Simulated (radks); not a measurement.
The numbers below are computed, except where a source is named.
Tb LX, configuration [He] 2s2 2p2.

Code: a radial shooting solver on a logarithmic mesh with Libxc functionals. Model: non-relativistic Kohn-Sham, TPSS, spin-polarised, spherical densities, point nucleus; open shells are filled with parallel spins first (spin-orbit coupling, left out, can overturn this in heavy ions); meta-GGA in the generalised Kohn-Sham scheme; relativity is left out, which matters for an element this heavy.

Energy parts (hartree):
total: -6128.8073
kinetic: 6128.6169
electron-nucleus: -12463.0215
Hartree: 276.5221
exchange-correlation: -70.9247

Orbitals (lengths in bohr, moments of r in powers of bohr; r(max) is where P^2 peaks):
orbital,occ.,eigenvalue (hartree),<r^2>,<r>,<r^4>,r(max)
1s up,1,-2003.322,0.0007233,0.02327,1.316e-06,0.01546
1s down,1,-2001.991,0.0007221,0.02325,1.311e-06,0.01545
2s up,1,-471.5110,0.01060,0.09528,0.0001848,0.08262
2s down,1,-469.3862,0.01065,0.09551,0.0001866,0.08279
2p up,2,-464.1843,0.007749,0.08026,0.0001130,0.06389
2p down,0,-461.3705,0.007800,0.08051,0.0001146,0.06406

The highest occupied level is 2p up at -12631.1 eV. The spin density at the nucleus is 12.85 e/bohr^3 (1s -74.04, 2s 86.89). Virial ratio -V/T = 2.00003. Spin moment in Bohr magnetons: 2. Summed over all electrons, <r^2> = 0.03820 bohr^2, which gives a Langevin (diamagnetic) susceptibility term of -0.0303 x 10^-6 cm^3/mol. The density falls to 0.001 e/bohr^3 at r = 0.35 bohr.
